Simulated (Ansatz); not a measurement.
The cluster VO3⁺, relaxed as a singlet with RKS PBE0-D4/def2-TZVP in Ansatz, starting from the PBE0-D4/def2-TZVP geometry of the neutral doublet. Force threshold 0.02 eV/Å.

The structure holds one bond between oxygen atoms, so isomers without such links may lie far lower. A triplet lies near this restricted singlet, and broken spin symmetry wasn't tried. The relaxation made no stability test and no search for a lower SCF solution. The structure comes from a short search, and lower isomers may exist.

Start:

```xyz
4

V    -0.540    0.133    0.309
O     0.300    0.259   -1.266
O    -0.034    0.673    1.699
O     0.274   -1.065   -0.742
```

```csv
step,energy (eV),largest force component (eV/Å),SCF passes
1,-31808.0968,2.718,40
2,-31808.2994,1.433,34
3,-31808.4402,0.378,31
4 (rejected),-31808.4322,1.269,27
5,-31808.4446,0.083,27
6,-31808.4455,0.016,27
```

Force components are those of the run's own axes.

End:

```xyz
4

V    -0.666    0.122    0.276
O     0.317    0.278   -1.156
O     0.057    0.604    1.529
O     0.292   -1.004   -0.649
```

By distances, no bond broke or formed. The bond that changes most is V1–O3, from 1.58 to 1.52 Å (atoms count from 1).

No frequencies were taken in this run, so the end may be a saddle point.

Hardware: 4 threads of Arm Neoverse V2 on a shared host. Wall time 7 s.
